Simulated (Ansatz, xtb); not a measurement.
**Relative energy of two isomers of C3H6BFO**

We compare a, `B[C@@H]1CO[C@@H]1F`, a singlet, with b, `B[C@@H]1CO[C@H]1F`, a singlet. Both are isolated molecules in the gas phase, relaxed with PBE0-D3(BJ)/def2-SVP; the shapes shown needn't be the lowest conformers.

a (Å):

```yaml
atoms:
  - { symbol: C, position_ang: [0.3459, -1.2664, -1.5152] }
  - { symbol: C, position_ang: [0.8255, 0.1194, -1.0548] }
  - { symbol: C, position_ang: [1.0201, -1.7429, -0.2246] }
  - { symbol: B, position_ang: [0.7389, -1.9136, -2.8761] }
  - { symbol: F, position_ang: [2.1358, -2.5007, -0.4530] }
  - { symbol: O, position_ang: [1.3533, -0.4470, 0.1512] }
  - { symbol: H, position_ang: [0.7837, -3.1158, -2.9786] }
  - { symbol: H, position_ang: [0.9225, -1.2271, -3.8555] }
  - { symbol: H, position_ang: [-0.7561, -1.3759, -1.4642] }
  - { symbol: H, position_ang: [0.0414, 0.8643, -0.8451] }
  - { symbol: H, position_ang: [1.6112, 0.5873, -1.6718] }
  - { symbol: H, position_ang: [0.4293, -2.2780, 0.5391] }
```

b (Å):

```xyz
12

C    -0.0836   -1.2980   -0.7125
C     1.0155   -1.4082   -1.7838
C    -0.1695   -2.8171   -0.8769
B    -1.3056   -0.3476   -0.8116
F     0.2251   -3.5150    0.2237
O     0.8081   -2.8212   -1.8699
H    -1.1714    0.7766   -1.2371
H    -2.3888   -0.7005   -0.4050
H     0.3266   -1.0703    0.2943
H     2.0408   -1.1521   -1.4692
H     0.7990   -0.9086   -2.7422
H    -1.1217   -3.2674   -1.2116
```

Energies in hartree; the thermal terms are from GFN2-xTB frequencies at re-optimised GFN2-xTB minima (ideal gas, soft modes damped towards free rotors, one conformer each, 298.15 K, 1 atm) and include the zero-point energy:

|  | a | b |
| --- | --- | --- |
| E, CCSD(T)/def2-SVP | −316.704392 | −316.702532 |
| E, MP2/def2-SVP | −316.628166 | −316.626366 |
| E, MP2/def2-TZVPP | −317.224716 | −317.223980 |
| zero-point energy | 0.086768 | 0.086700 |
| H(298 K) − E | 0.094078 | 0.094027 |
| G(298 K) − E | 0.056738 | 0.056640 |

Problem. Correct the CCSD(T) difference for the basis set by the MP2 change, then work out ΔE, ΔE₀, ΔH and ΔG for a → b in kcal/mol (1 Eh = 627.51 kcal/mol) and the equilibrium ratio [b]/[a].

Solution. 1. Differences b − a: CCSD(T) +0.001860, MP2 in the small set +0.001800, MP2 in the large set +0.000736 Eh.
2. ΔE = +0.001860 + (+0.000736 − (+0.001800)) = +0.000796 Eh = +0.50 kcal/mol.
3. ΔE₀ = ΔE + ΔZPE = +0.000796 + (−0.000068) Eh = +0.46 kcal/mol.
4. ΔH = ΔE + (−0.000051) Eh = +0.47 kcal/mol.
5. ΔG = ΔE + (−0.000098) Eh = +0.44 kcal/mol, so ΔS = (ΔH − ΔG)/T = +0.4 J/(mol K).
6. kT = 0.9442 mEh, so K = [b]/[a] = exp(−ΔG/kT) = exp(−0.74) ≈ 0.48.

The two are too close for this level to say which is favoured. An error of 1 kcal/mol in ΔG would change K by a factor of 5.4. Mirror images and further conformers aren't counted.

As drawn, both hold the same kinds of bond in the same numbers.

Other levels gave ΔE = −0.3 (GFN2-xTB); +0.2 (HF/STO-3G, GFN2-xTB geometries); +1.0 (r2SCAN-D4/def2-SVP, GFN2-xTB geometries); +0.8 (PBE0-D3(BJ)/def2-SVP); +1.1 (HF/def2-SVP); +1.1 (MP2/def2-SVP); +1.2 (CCSD(T)/def2-SVP) kcal/mol. The correlated steps freeze 6 core orbitals. Programs: Ansatz 0.2.0, xtb 6.7.1.
